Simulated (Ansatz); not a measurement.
IPb (SMILES [I][Pb]), doublet, at a GFN2-xTB geometry (such geometries of metal compounds can be far from the true shape) (the spin is typed, not shown lowest) (core potentials on I, Pb); Ansatz (a first-principles code) with BLYP/def2-SVPD.

Input for Ansatz:
Ansatz 0.2 input:
```yaml
crystal:
  periodic: [false, false, false]
  atoms:
    - {symbol: Pb, position_ang: [-0.00000000, -0.00000000, -1.09402383]}
    - {symbol: I, position_ang: [0.00000000, 0.00000000, 1.69264065]}
basis:
  gaussian:
    orbitals: def2-SVPD
hamiltonian:
  xc: blyp
magnetization: {spin_polarized: true, initial_magnetization: 1}
```

It wrote (shortened):

```
Functional definition: BLYP
724 factors; their error is unknown
mean field evaluation 1: about -13347.5428 eV, gradient 8.0e0 eV
mean field evaluation 2: about -13336.1798 eV, gradient 3.7e1 eV
mean field evaluation 4: about -13348.1034 eV, gradient 2.5e0 eV
mean field evaluation 8: about -13348.1548 eV, gradient 1.0e0 eV
mean field evaluation 16: about -13348.1609 eV, gradient 1.4e-5 eV
mean field evaluation 32: about -13347.0129 eV, gradient 3.4e0 eV
mean field evaluation 64: about -13341.8695 eV, gradient 1.3e1 eV
mean field -13348.16087673 eV, -490.5358645113 hartree, gradient 1.4e-5 eV, S^2 0.751357; 6 other end points of the search recorded, 0 dependent functions left out
reference -13348.16113369 eV, -490.5358739546 hartree; 24, 23 occupied and 43, 44 virtual orbitals, 724 factors
Total energy: -13348.16113369 eV, -490.5358739546 hartree
```
